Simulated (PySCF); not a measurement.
Nb(CH2)Cl3, CH2Cl3Nb (singlet state).
Bonds: Nb1–C2, Nb1–Cl5, Nb1–Cl6, Nb1–Cl7. Hydrogens: H3, H4 on C2.

Method: PBE0-D3(BJ)/def2-SVP geometry optimisation, gas phase, def2 core potentials past Kr in PySCF 2.14.0; density fitting, grid level 1; the optimiser is geomeTRIC in internal coordinates, started from a GFN2-xTB structure with every atom displaced at random (about 0.03 Å).

Step 0: E = -40165.5763 eV
```
atom  x, y, z in Å  |  force x, y, z in eV/Å
Nb1     0.1200    0.0332   -0.7527   -3.452   1.654   3.327
C2      0.0102    0.0199    1.2212    1.450  -0.506  -0.665
H3     -0.8257    0.4268    1.8427    0.367  -0.301  -0.421
H4      0.8887   -0.4272    1.8486   -1.362   0.714  -0.996
Cl5     2.1336   -0.1637   -1.4194    3.232  -0.246  -0.913
Cl6    -1.2439    1.7877   -1.3748    0.349  -0.235   0.019
Cl7    -0.9911   -1.7786   -1.4341   -0.584  -1.080  -0.351
```

Step 1: E = -40166.0220 eV
```
atom  x, y, z in Å  |  force x, y, z in eV/Å
Nb1     0.0700    0.0519   -0.6829   -0.093  -0.052  -1.432
C2      0.0279    0.0191    1.1580    0.028   0.006   1.198
H3     -0.8147    0.3900    1.7568   -0.089   0.003   0.019
H4      0.8667   -0.3920    1.7366    0.097  -0.085   0.041
Cl5     2.2403   -0.1450   -1.3537   -0.009   0.087   0.051
Cl6    -1.2369    1.8109   -1.3106    0.039   0.028   0.019
Cl7    -1.0614   -1.8368   -1.3728    0.027   0.013   0.104
```

**Question.** Estimate the geometry and energy of step 2. (The exact step hangs on the optimiser's Hessian estimate; all steps are aligned on step 1, rigid shifts and turns removed.)

**Answer.** E = -40166.0434 eV, largest force 0.680 eV/Å
```
atom  x, y, z in Å  |  force x, y, z in eV/Å
Nb1     0.0626    0.0541   -0.7169    0.065  -0.156   0.473
C2      0.0324    0.0177    1.1860    0.024   0.061  -0.677
H3     -0.8187    0.3835    1.7783   -0.038   0.002   0.000
H4      0.8675   -0.4036    1.7625    0.075  -0.063   0.038
Cl5     2.2475   -0.1289   -1.3705   -0.220   0.081   0.066
Cl6    -1.2289    1.8237   -1.3385    0.034  -0.011   0.022
Cl7    -1.0705   -1.8486   -1.3696    0.060   0.087   0.078
```

The energy changes by -0.0214 eV. The first-order estimate −F·Δx gives -0.0864 eV and the mean of the old and new forces, exact on a quadratic surface, -0.0246 eV. The step makes an angle of 50° with the force vector and moves no atom by more than 0.035 Å.

What follows is the cost of the whole optimisation. The run took 81 s on Arm Neoverse V2, one thread, on a shared host, and the process peaked at 0.43 GiB of memory.
